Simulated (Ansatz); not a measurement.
The first iterations of a band of BF3H3N + FH (10 atoms, charge 0, multiplicity 1).

Method: RKS B3LYP-D4/def2-SVP in Ansatz.

```
movable images  : 9
climbing image  : yes
spring          : 0.1 eV/Å²
optimiser       : quadratic models (default)
start path      : through a guess of the saddle point
force threshold : 0.05 eV/Å
iteration limit : 60
end points      : relaxed
```

Initial state:

```xyz
10
Properties=species:S:1:pos:R:3
B 0.085 -0.984 0.239
N -0.873 0.274 -0.248
F 0.570 -1.542 -0.907
F -0.701 -1.795 1.001
H 1.580 1.015 0.275
F 1.101 -0.359 1.000
H -0.260 1.067 -0.503
F 1.435 1.757 -0.300
H -1.434 -0.001 -1.058
H -1.503 0.568 0.502
```

Final state:

```xyz
10
Properties=species:S:1:pos:R:3
B 0.102 -0.996 0.182
N -0.833 0.251 -0.372
F -0.209 -2.079 -0.582
F -0.186 -1.110 1.510
H 1.566 1.025 0.323
F 1.426 -0.551 -0.040
H -0.386 1.141 -0.096
F 1.208 1.898 0.433
H -0.917 0.223 -1.391
H -1.770 0.198 0.034
```

| iteration | highest image above the first end (eV) | largest band force component (eV/Å) |
| --- | --- | --- |
| 1 | 1.539 | 4.376 |
| 2 | 0.979 | 2.644 |
| 3 | 0.744 | 2.889 |

Does the band converge within its limit, and where does its top end?

The forces met the threshold. It ended after 10 iterations with the highest image 0.025 eV above the first end. Another band between the same ends (9 images) ends at a top of the same energy, where a vibrational analysis finds no clearly imaginary modes.

Time of the run: 4.1 min on 2 threads of Arm Neoverse V1 (shared host), peak memory 0.23 GiB.
